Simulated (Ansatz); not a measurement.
Gas-phase electronic energies from Ansatz, PBE0-D4/def2-TZVP geometries. CBS: MP2 limit from def2 TZ/QZ plus the TZ coupled-cluster correction, frozen cores. DFT in def2-TZVPP. B3LYP here is the variant with VWN-RPA as its local correlation; programs differ in this. For Se outer-core shells are correlated without core-valence functions, which leaves a few kJ/mol of doubt a bond. Scalar relativity is left out up to krypton. Each species was taken in one conformer, which may not be the lowest.

Consider the ligand exchange at a B–O bond: `FBO[SiH3]` + `CC[SeH]` → `CC[Se]BF` + `O[SiH3]`.

(1) Is it downhill or uphill in electronic energy at CCSD(T)/CBS, and by how much? (An estimate is asked.)

(2) What do these levels give: ωB97X-V, PBE, r2SCAN, B3LYP, CCSD/def2-TZVPP, CCSD/CBS(def2)? (An estimate is asked.)

Largest T1 diagnostic among the species: 0.013.

Results:

(1) Computed: Uphill: ΔE = +71.3 kJ/mol.

(2) The calculation gave: ωB97X-V 75.9, PBE 64.8, r2SCAN 70.7, B3LYP 80.8, CCSD/def2-TZVPP 78.4, CCSD/CBS(def2) 75.7 kJ/mol.

In def2-TZVPP, CCSD(T) changes the Hartree–Fock value by −24.8 kJ/mol (the triples alone add −4.4 kJ/mol) and MP2 by −29.0 kJ/mol. From PBE to PBE0 (25 % exact exchange), in def2-TZVPP and without D4, ΔE moves by +5.8 kJ/mol.
